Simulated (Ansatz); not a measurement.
The same molecule with X = F, Cl, I. Ansatz, PBE0-D4/def2-TZVP geometries, multiplicity 1.

Elements past krypton have def2 core potentials.

| X | molecule | mean X–C bond length / Å | LUMO energy (B3LYP/def2-TZVPP) / eV | HOMO–LUMO gap (ωB97M-V/def2-TZVPP) / eV | HOMO energy (ωB97M-V/def2-TZVPP) / eV |
| --- | --- | --- | --- | --- | --- |
| Cl | `ClC1CCO1` | 1.802 | 0.55 | 13.00 | -10.34 |
| I | `IC1CCO1` | 2.202 | -1.10 | 10.44 | -9.34 |

Give the row for X = F, `FC1CCO1`. (Estimate.)

Computed: 
```
X   molecule  mean X–C bond length / Å  LUMO energy (B3LYP/def2-TZVPP) / eV  HOMO–LUMO gap (ωB97M-V/def2-TZVPP) / eV  HOMO energy (ωB97M-V/def2-TZVPP) / eV
F  `FC1CCO1`                     1.371                                 1.01                                    13.43                                 -10.60
```

From F to I the mean X–C bond length rises at each step, by 0.831 Å in all; the LUMO energy (B3LYP/def2-TZVPP) falls at each step, by 2.11 eV in all; the HOMO–LUMO gap (ωB97M-V/def2-TZVPP) falls at each step, by 2.99 eV in all; the HOMO energy (ωB97M-V/def2-TZVPP) rises at each step, by 1.26 eV in all. Bonds lengthen as the atom grows down the group.

B3LYP here is the variant with VWN-RPA as its local correlation; programs differ in this.

Spin–orbit coupling is left out; it splits and shifts lone-pair levels of the heavy atoms by tenths of an eV.
